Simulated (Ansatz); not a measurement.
C10H7Cl (`Clc1cccc2ccccc12`), relaxed with RKS PBE0-D4/def2-TZVP in Ansatz 0.2.0 from a PBE-D4/def2-SVP geometry. The force threshold is 0.005 eV/Å; the program also tests the step.

Total charge 0; spin multiplicity 1.

Start:

```xyz
18

Cl    0.588   -1.881    2.742
C     0.445   -0.452    1.743
C     0.721    0.785    2.308
C     0.612    1.960    1.520
C     0.233    1.882    0.190
C    -0.056    0.623   -0.411
C    -0.450    0.516   -1.778
C    -0.727   -0.716   -2.349
C    -0.621   -1.900   -1.573
C    -0.241   -1.837   -0.241
C     0.050   -0.586    0.374
H     1.021    0.842    3.364
H     0.834    2.934    1.980
H     0.148    2.793   -0.422
H    -0.530    1.439   -2.374
H    -1.030   -0.778   -3.405
H    -0.842   -2.876   -2.032
H    -0.157   -2.750    0.364
```

(1) By how much does the energy fall, and how many steps does the optimiser take? (Estimate.)

(2) Which bonds change most? (Best estimate.)

(3) Give the relaxed structure. (Estimate.)

Answers

(1) The calculation gave: 0.12 eV, in 5 steps.

(2) The calculation gave: C6–C11 from 1.445 to 1.424 Å; C2–C3 from 1.388 to 1.367 Å; C4–C5 from 1.386 to 1.366 Å; Cl1–C2 from 1.749 to 1.729 Å.

(3) The calculation gave: 
```xyz
18

Cl    0.585   -1.855    2.716
C     0.441   -0.445    1.725
C     0.712    0.774    2.280
C     0.604    1.938    1.500
C     0.229    1.860    0.189
C    -0.055    0.612   -0.404
C    -0.444    0.510   -1.757
C    -0.717   -0.704   -2.321
C    -0.613   -1.878   -1.553
C    -0.240   -1.818   -0.239
C     0.049   -0.579    0.371
H     1.009    0.835    3.319
H     0.822    2.898    1.952
H     0.145    2.756   -0.416
H    -0.521    1.420   -2.342
H    -1.015   -0.766   -3.362
H    -0.832   -2.837   -2.007
H    -0.160   -2.722    0.350
```
